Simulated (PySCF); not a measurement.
# Exact mass, isotope pattern and composition

Species: W(SH)F5 (`[F][W]([F])([F])([F])([F])[SH]`).

All values are calculated from tables of isotopes.

**Question.** Find the molar and monoisotopic masses of F5HSW.

**Answer.** For F5HSW, with standard atomic weights, 1 × 183.840 + 1 × 32.060 + 1 × 1.008 + 5 × 18.998 = 311.898 g/mol. From the most abundant isotopes (184W, 32S, 1H, 19F), 1 × 183.950931 + 1 × 31.972071 + 1 × 1.007825 + 5 × 18.998403 = 311.9228 u.

**Question.** Give the isotope pattern of the molecular ion M+•, merging species of the same nominal mass.

**Answer.** 
```csv
nominal mass,m/z (centroid),relative intensity
308,307.9181,0.4
310,309.9196,82.9
311,310.9215,45.5
312,311.9220,100.0
313,312.9186,2.8
314,313.9254,93.3
315,314.9251,0.7
316,315.9215,4.0
```

Lines under 0.1 % of the tallest are left out. One electron mass, 0.00055 u, is taken off. Abundances used (%; other tables differ somewhat): 180W 0.12, 182W 26.5, 183W 14.31, 184W 30.64, 186W 28.43; 32S 94.93, 33S 0.76, 34S 4.29, 36S 0.02; 1H 99.9885, 2H 0.0115.

**Question.** What share of all molecules is the monoisotopic species?

**Answer.** 0.3064 × 0.9493 × 0.999885 × 1^5 = 29.08 %.

**Question.** What is the composition by mass?

**Answer.** W 58.94 %, S 10.28 %, H 0.32 %, F 30.46 %.

**Question.** Which m/z would the protonated, sodiated and deprotonated molecule have?

**Answer.** [M+H]+ 312.9301, [M+Na]+ 334.9121, [M−H]− 310.9156, for the monoisotopic species (arithmetic only; whether such ions form is another matter).
